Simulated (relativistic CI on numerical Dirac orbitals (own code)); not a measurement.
# What each ingredient does to the levels of Tc XXXVIII

Base calculation: Dirac-Coulomb-Breit CI, KLI orbitals optimised for each configuration, a model potential for QED, unscaled Slater integrals.

CI space (outside the closed core 1s2): 2s2 2p2, 2s 2p3, 2p4, 2p3 3s, 2p3 3p, 2p3 3d, 2s2 2p 3s, 2s2 2p 3p, 2s2 2p 3d, 2s 2p2 3s, 2s 2p2 3p, 2s 2p2 3d, 2s2 2p 4s, 2s2 2p 4p, 2s2 2p 4d, 2s2 2p 4f. Levels of other configurations are missing.

Variants: (1) P86 correlation estimate; (2) Breit term removed. Shifts of the energy above 2s2 2p2 3P_0, in eV, for the lowest level and the first level of each name with at least 55 % of one term (blank where a level changes its place among those of its configuration and J or its character, or is not in the variant):

| Level | Base | Δ(1) | Δ(2) |
| --- | --- | --- | --- |
| 2s2 2p2 3P_0 | 0.00 | 0.00 | 0.00 |
| 2s2 2p2 3P_1 | 115.63 | 0.00 | +2.53 |
| 2s2 2p2 1D_2 | 128.49 | 0.00 | +4.05 |
| 2s2 2p2 3P_2 | 253.06 | 0.00 | +5.79 |
| 2s2 2p2 1S_0 | 283.03 | +0.01 | +4.20 |
| 2s 2p3 3D°_3 | 384.85 | +0.29 | +4.96 |
| 2s 2p3 3P°_0 | 411.82 | +0.29 | +1.67 |
| 2s 2p3 1D°_2 | 431.56 | +0.29 | +4.05 |
| 2p4 3P_2 | 581.08 | +0.46 | +0.64 |
| 2p4 3P_1 | 703.41 | +0.46 | +2.18 |
| 2p4 1D_2 | 717.89 | +0.46 | +3.57 |
| 2s2 2p 3s 3P°_0 | 3011.40 | +1.19 | +5.30 |
| 2s2 2p 3s 3P°_1 | 3013.65 | +1.19 | +5.51 |
| 2s2 2p 3p 3D_1 | 3053.51 | +1.39 | +4.77 |
| 2s2 2p 3p 3P_0 | 3074.87 | +1.39 | +4.37 |
| 2s2 2p 3p 3D_2 | 3099.98 | +1.39 | +5.64 |
| 2s 2p2 3s 5P_1 | 3132.48 | +1.42 | +2.86 |
| 2s2 2p 3d 3F°_2 | 3136.38 | +1.01 | +5.80 |
| 2s2 2p 3s 3P°_2 | 3142.13 | +1.18 | +7.94 |
| 2s2 2p 3s 1P°_1 | 3148.06 | +1.20 | +8.00 |
| 2s 2p2 3s 3P_0 | 3149.18 | +1.42 | +2.38 |
| 2s 2p2 3p 5D°_0 | 3174.20 | +1.59 | +1.54 |

At this charge energies of transitions that change n are usually good to better than 1 %, and those within a shell (Δn = 0) to a few per cent.

Ionisation energy from the two ground configurations alone: base 5369.94 eV; P86 correlation estimate 5371.58 eV; Breit term removed 5376.2 eV. The NIST ASD value (semi-empirical) is 5361 eV.

LS names give the leading component of a level, which can be under half, so a name can repeat, a term be missing and a line seem to break the LS rules.
